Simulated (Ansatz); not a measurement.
Reaction (ligand exchange at a B–F bond): `COB(F)S` + H₂S → `COB(S)S` + H–F

Gas-phase electronic energies from Ansatz, PBE0-D4/def2-TZVP geometries. CCSD(T)/CBS is frozen-core, at the limit of the def2 triple- and quadruple-zeta sets. One conformer a species, not always the lowest.

`COB(F)S`:

Z-matrix (Å, degrees):
```
C
O 1 1.418
H 1 1.091 2 108.6
H 1 1.091 2 111.8 3 120.8
H 1 1.091 2 108.5 3 -118.3
B 2 1.343 1 122.5 3 -119.2
S 6 1.813 2 121.4 1 179.9
F 6 1.334 2 121.6 1 -0.1
H 7 1.342 6 94.4 2 0.0
```

H₂S:

Cartesian coordinates in Å:
```
S -0.569 -0.162 0.184
H 0.250 -0.590 -0.788
H 0.319 0.751 0.604
```

`COB(S)S`:

Z-matrix (Å, degrees):
```
C
O 1 1.415
H 1 1.094 2 110.9
H 1 1.094 2 110.9 3 121.4
H 1 1.089 2 107.5 3 -119.3
B 2 1.350 1 122.0 3 -60.7
S 6 1.814 2 119.4 1 180.0
S 6 1.823 2 120.7 1 -0.0
H 7 1.343 6 95.2 2 -0.0
H 8 1.341 6 96.1 2 180.0
```

H–F:

```xyz
2

F     0.359   -0.113    0.265
H    -0.359    0.113   -0.265
```

```json
{"level": "SCS-MP2/def2-TZVPP", "ΔE (kJ/mol)": "72.3"}
{"level": "CCSD/def2-TZVPP", "ΔE (kJ/mol)": "78.7"}
```

**Question.** What does CCSD(T)/CBS give? (Estimate.)

**Answer.** Computed: +68.3 kJ/mol. The listed levels differ from it by 4.0, 10.4 kJ/mol.

Largest T1 diagnostic among the species: 0.013.

The D4 term adds −11.0 kJ/mol with B3LYP and −5.8 kJ/mol with PBE0; it sums over pairs of atoms, weighted by their polarisabilities, and B3LYP, whose exchange is more repulsive, gets the larger term. In def2-TZVPP, CCSD(T) changes the Hartree–Fock value by −31.6 kJ/mol (the triples alone add −5.8 kJ/mol) and MP2 by −41.6 kJ/mol.

B3LYP here is the variant with VWN-RPA as its local correlation; programs differ in this.
